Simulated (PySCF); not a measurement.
CaF, SMILES [F][Ca+], charge +1.

Geometry optimised at B3LYP-D3(BJ)/def2-TZVPD. The multiplicity is an assumed one; other spin states were not compared.

Two levels are set side by side: TDA-PBE/def2-TZVPD (PySCF) and TDA-CAM-B3LYP/def2-TZVPD (PySCF). Vertical, same geometry. The lowest singlet is HOMO→LUMO 100 % with PBE and HOMO→LUMO 94 % with the other functional; states are paired by order. Differences are taken from unrounded values.

| quantity | TDA-PBE |
|---|---|
| lowest singlet excitation (eV) | 5.51 |
| lowest triplet excitation (TDA) (eV) | 5.46 |

Question: These are the TDA-PBE values. What does TDA-CAM-B3LYP give? (The exact figures need the calculation; the answer reports its results.)

Answer: 
```csv
quantity,TDA-CAM-B3LYP,TDA-PBE minus TDA-CAM-B3LYP
lowest singlet excitation (eV),6.57,-1.05
lowest triplet excitation (TDA) (eV),6.50,-1.04
```

A lower first singlet is the usual sign of a functional without exact exchange. Differences between two approximate levels are no errors against the true value.

Rough cost on one machine, each run with all the roots and properties that it gave: TDA-CAM-B3LYP against TDA-PBE about 2 times.
